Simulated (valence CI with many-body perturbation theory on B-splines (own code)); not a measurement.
Au XL: fill in the table

Calculated by relativistic CI+MBPT: four valence electrons over a frozen Dirac-Fock core [Kr], a basis of 7 s, 7 p, 8 d, 6 f, 4 g, 1 h functions for each j, with the one-electron correlation potential Σ1, the two-electron term Σ2, the three-electron term Σ3, Breit, model QED; selected CI, second order for the rest, scaled by the run's own slope (own B-spline code, finite nucleus).

No measured spectrum was set against this ion. As an estimate, large intervals hold to a few tenths of a per cent, small ones and those within an open d or f shell to about a per cent. The list stops below the first excitations out of the core.

```
                    Level  E (eV)
            (4d3/2^4) J=0   0.000
      (4d3/2^3 4d5/2) J=1  21.873
      (4d3/2^3 4d5/2) J=4  27.335
      (4d3/2^3 4d5/2) J=2  28.010
      (4d3/2^3 4d5/2) J=3       ?
(4d3/2^2 4d5/2^2) J=0 [a]  47.598
(4d3/2^2 4d5/2^2) J=2 [a]       ?
(4d3/2^2 4d5/2^2) J=4 [a]       ?
(4d3/2^2 4d5/2^2) J=3 [a]  49.580
    (4d3/2^2 4d5/2^2) J=5       ?
    (4d3/2^2 4d5/2^2) J=6  53.188
    (4d3/2^2 4d5/2^2) J=1       ?
(4d3/2^2 4d5/2^2) J=3 [b]  54.807
(4d3/2^2 4d5/2^2) J=4 [b]  55.162
(4d3/2^2 4d5/2^2) J=2 [b]  55.671
(4d3/2^2 4d5/2^2) J=2 [c]  60.940
(4d3/2^2 4d5/2^2) J=4 [c]       ?
(4d3/2^2 4d5/2^2) J=2 [d]  67.779
(4d3/2^2 4d5/2^2) J=0 [b]  73.943
  (4d3/2 4d5/2^3) J=4 [a]  75.050
```

Levels are named by their leading jj configuration (3d3/2^4 stands for four electrons in 3d with j = 3/2), which in mixed levels can hold well under half, so a name can repeat and another be missing. Letters in brackets count levels of one name in rising energy.

(1) The levels stand in rising order. What does the calculation give for the missing energies?

Answers

(1) (4d3/2^3 4d5/2) J=3 29.466; (4d3/2^2 4d5/2^2) J=2 [a] 47.978; (4d3/2^2 4d5/2^2) J=4 [a] 49.058; (4d3/2^2 4d5/2^2) J=5 51.636; (4d3/2^2 4d5/2^2) J=1 53.192; (4d3/2^2 4d5/2^2) J=4 [c] 62.835.
